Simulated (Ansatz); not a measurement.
Cost and result for the atomization energy of `B/C=C(/C)F` (11 atoms, 10 bonds).

```xyz
11

B    -2.1577   -0.0023    0.0806
C    -0.7001   -0.3314    0.3710
C     0.3439    0.2334   -0.2547
C     1.7864   -0.0189   -0.0452
F     0.1504    1.1509   -1.2024
H    -3.0265   -0.5580    0.6878
H    -2.4504    0.8065   -0.7485
H    -0.4217   -1.0637    1.1232
H     2.2894    0.9111    0.2345
H     2.2423   -0.3633   -0.9779
H     1.9439   -0.7642    0.7316
```

Total charge 0; spin multiplicity 1. The structure was optimised at the PBE0-D4/def2-TZVP level. Program: Ansatz. All runs use 4 threads of an Arm Neoverse N1 on a shared host. Times are those of one run each, without the atoms' runs, and a repeat can differ threefold. Electronic energies, without spin–orbit coupling; frozen cores. CCSD(T)/CBS adds CCSD(T) − MP2 in def2-TZVPP to the MP2 limit, and its time is that of the two runs behind it. T1 = 0.012. B3LYP takes the VWN-RPA correlation (the form of Gaussian; ORCA's B3LYP/G). HSE06 is the plane-wave form, built on full-range PBE exchange.

CCSD(T)/CBS is a level of theory with its own doubt, some kJ/mol a heavy atom from the limit and from the frozen cores, so smaller differences don't rank the functionals.

| level | functions | wall time | atomization (kcal/mol) | difference from CCSD(T)/CBS | per bond |
| --- | --- | --- | --- | --- | --- |
| LDA (SPW92)/def2-TZVPP | 239 | 1.6 s | 1207.1 | 158.6 | 15.9 |
| revPBE-D4/def2-TZVPP | 239 | 2.7 s | 1054.6 | 6.1 | 0.6 |
| BLYP-D4/def2-TZVPP | 239 | 2.9 s | 1055.3 | 6.8 | 0.7 |
| HSE06-D4/def2-TZVPP | 239 | 3.7 s | 1063.3 | 14.8 | 1.5 |
| BHLYP-D4/def2-TZVPP | 239 | 3.8 s | 1027.4 | -21.1 | -2.1 |
| B3LYP-D4/def2-TZVPP (with forces) | 239 | 5.5 s | 1056.6 | 8.1 | 0.8 |
| r2SCAN-D4/def2-TZVPP (with forces) | 239 | 6.5 s | 1060.6 | 12.1 | 1.2 |
| CCSD(T)/def2-SVP | 100 | 7 s | 1010.2 | -38.3 | -3.8 |
| PBE-QIDH/def2-TZVPP | 239 | 7.5 s | 1052.0 | 3.5 | 0.4 |
| B97M-V/def2-TZVPP | 239 | 12 s | 1058.6 | 10.1 | 1.0 |
| MP2/def2-QZVPP | 465 | 29 s | 1059.0 | 10.5 | 1.1 |
| CCSD(T)/def2-TZVPP | 239 | 2.9 min | 1026.0 | -22.5 | -2.2 |
| CCSD(T)/CBS(def2) | – | 3.4 min | 1048.5 | 0.0 | 0.0 |

The D4 term adds +6.6 kcal/mol with B3LYP and +3.5 kcal/mol with PBE0; it sums over pairs of atoms, weighted by their polarisabilities, and B3LYP, whose exchange is more repulsive, gets the larger term. Leaving LDA and LC-ωPBE aside and taking each functional with its dispersion term where it has one, the values, not all of them listed here, spread over 53.8 kcal/mol, from BHLYP-D4 to PBE-D4. LDA lies +130.1 kcal/mol from PBE without D4, its usual overbinding. In def2-TZVPP, CCSD(T) changes the Hartree–Fock value by +230.5 kcal/mol (the triples alone add +14.9 kcal/mol) and MP2 by +250.3 kcal/mol; breaking electron pairs costs correlation energy, which Hartree–Fock lacks.
